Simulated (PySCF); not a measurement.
ClGe2H6N.
Cartesian coordinates in Å at the PBE0-D3(BJ)/def2-SVP level; atoms count from 1:
```
atom  x, y, z in Å
Cl1    2.6324   -0.4800    1.6300
Ge2    1.9049    0.2222   -0.3021
N3     0.2967    1.0418   -0.1270
Ge4   -1.2720    0.1661    0.2994
H5     2.9393    1.2304   -0.8170
H6     1.7293   -1.0290   -1.1682
H7     0.3525    2.0029    0.2012
H8    -1.1494   -1.2320   -0.3276
H9    -1.4819    0.0482    1.8228
H10   -2.4437    0.9490   -0.3202
```

Method used: PBE0-D3(BJ)/def2-SVP geometry optimisation, gas phase (PySCF 2.14.0).

Masses are those of the commonest isotopes; rigid-rotor values at the optimised geometry. The values belong to one conformer with, in the numbering `[Cl:1][GeH2:2][NH:3][GeH3:4]`, Cl1–Ge2–N3–Ge4 -69°.

Q: Give the principal moments of inertia and the rotational constants in GHz.

A: Ia = 125.03, Ib = 574.25, Ic = 668.05 u·Å²; 505379 MHz·u·Å²/I gives 4042, 880.1 and 756.5 MHz, that is A = 4.0422, B = 0.8801, C = 0.7565 GHz.

Q: What kind of rotor is it?

A: A near-prolate asymmetric top. Ray's parameter κ = (2B − A − C)/(A − C) = -0.925; −1 is the prolate and +1 the oblate limit.

Q: Is it planar, by Δ = Ic − Ia − Ib?

A: Not planar: Δ = Ic − Ia − Ib = -31.22 u·Å². For a rigid frame Δ = −2 Σ m c², so Σ m c² = 15.61 u·Å² lies off the ab plane: 8.64 from hydrogen and 6.96 from heavier atoms. The atom farthest from that plane is 1.66 Å away.

Q: Give the other two planar moments, Paa and Pbb, and the rms extents of the mass along the axes.

A: Paa = Σ m a² = (Ib + Ic − Ia)/2 = 558.64 and Pbb = Σ m b² = (Ia + Ic − Ib)/2 = 109.42 u·Å². With the mass M = 202.86 u, the rms extents √(P/M) along a, b and c are 1.66, 0.73, 0.28 Å.

Q: Where do the levels up to J = 4 lie, in MHz?

A: Above 0(0,0):
J = 1: 1(0,1) 1637, 1(1,1) 4799, 1(1,0) 4922
J = 2: 2(0,2) 4906, 2(1,2) 7948, 2(1,1) 8319, 2(2,1) 17805, 2(2,0) 17809
J = 3: 3(0,3) 9802, 3(1,3) 12670, 3(1,2) 13412, 3(2,2) 22715, 3(2,1) 22733, 3(3,1) 38837, 3(3,0) 38837
J = 4: 4(0,4) 16313, 4(1,4) 18963, 4(1,3) 20198, 4(2,3) 29258, 4(2,2) 29312, 4(3,2) 45390, 4(3,1) 45390, 4(4,1) 67951, 4(4,0) 67951
Those of J = 1 are B + C, A + C and A + B.

Q: Which types of transition are allowed, and where do some lines up to J = 3 fall?

A: The dipole components are |μa| = 1.28 D, |μb| = 1.51 D, |μc| = 0.55 D. The squared components, which scale the intensities, stand as 0.72 : 1.00 : 0.14 (a : b : c). Some lines, for components of 0.1 D or more:

| type | branch | J(Ka,Kc) | MHz | lower level (cm⁻¹) |
| --- | --- | --- | --- | --- |
| a | Q | 3(1,2) ← 3(1,3) | 741 | 0.423 |
| c | Q | 3(1,3) ← 3(0,3) | 2869 | 0.327 |
| c | Q | 2(1,2) ← 2(0,2) | 3042 | 0.164 |
| a | R | 2(1,2) ← 1(1,1) | 3150 | 0.160 |
| c | Q | 1(1,1) ← 1(0,1) | 3162 | 0.055 |
| a | R | 2(0,2) ← 1(0,1) | 3270 | 0.055 |
| a | R | 2(1,1) ← 1(1,0) | 3397 | 0.164 |
| b | Q | 2(1,1) ← 2(0,2) | 3413 | 0.164 |
| a | R | 3(1,3) ← 2(1,2) | 4722 | 0.265 |
| c | R | 1(1,0) ← 0(0,0) | 4922 | 0.000 |
| a | R | 3(2,1) ← 2(2,0) | 4924 | 0.594 |
| c | R | 2(1,1) ← 1(0,1) | 6682 | 0.055 |
| c | Q | 3(2,2) ← 3(1,2) | 9303 | 0.447 |
| b | Q | 3(2,1) ← 3(1,2) | 9321 | 0.447 |
| c | Q | 2(2,1) ← 2(1,1) | 9486 | 0.277 |
| b | Q | 2(2,0) ← 2(1,1) | 9490 | 0.277 |
| b | Q | 3(2,2) ← 3(1,3) | 10045 | 0.423 |
| c | R | 2(2,0) ← 1(1,0) | 12887 | 0.164 |
| c | R | 2(2,1) ← 1(1,1) | 13007 | 0.160 |
| b | R | 2(2,0) ← 1(1,1) | 13010 | 0.160 |
| b | R | 3(2,2) ← 2(1,1) | 14396 | 0.277 |
| c | R | 3(2,1) ← 2(1,1) | 14414 | 0.277 |
| c | Q | 3(3,1) ← 3(2,1) | 16104 | 0.758 |
| b | Q | 3(3,1) ← 3(2,2) | 16122 | 0.758 |
| b | R | 3(3,1) ← 2(2,0) | 21028 | 0.594 |
| c | R | 3(3,0) ← 2(2,0) | 21028 | 0.594 |
| c | R | 3(3,1) ← 2(2,1) | 21031 | 0.594 |
| b | R | 3(3,0) ← 2(2,1) | 21031 | 0.594 |

Stationary, but not proved a minimum. No vibrational averaging or centrifugal distortion is included, and the geometry carries the error of its method. A rigid rotor knows nothing of inversion at nitrogen or internal rotation, which can split or shift real lines. Quadrupole hyperfine structure (14N, 35Cl) is left out.
